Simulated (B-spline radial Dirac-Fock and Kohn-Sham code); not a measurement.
## What relativity does to the binding energies of Co⁺

System: cobalt as Co⁺ in the configuration 1s2 2s2 2p6 3s2 3p6 3d8.

Both columns are ΔSCF binding energies of the configuration average from a B-spline atomic structure program: non-relativistic Hartree-Fock with a point nucleus, and Dirac-Fock with a finite nucleus and the Coulomb interaction alone, averaged over the two j levels with weights 2j+1.

```
shell  Hartree-Fock (eV)  Dirac-Fock (eV)  shift (eV)  shift (%)
   1s             7660.6           7737.8      +77.12      +1.01
   2s              928.5            945.0      +16.56      +1.78
   2p              797.8            801.2       +3.35      +0.42
   3s              119.3            122.0       +2.69      +2.26
   3p              79.12            79.77       +0.66      +0.83
   3d              16.03            15.87       -0.16      -1.01
```

Relativity binds 1s, 2s, 2p, 3s, 3p more strongly, among those listed most of all 3s in relative terms, and 3d more weakly, because the contracted s and p shells screen the nucleus better.

Values without a named source are computed, but for edge energies of neutral atoms, which are taken from tables.
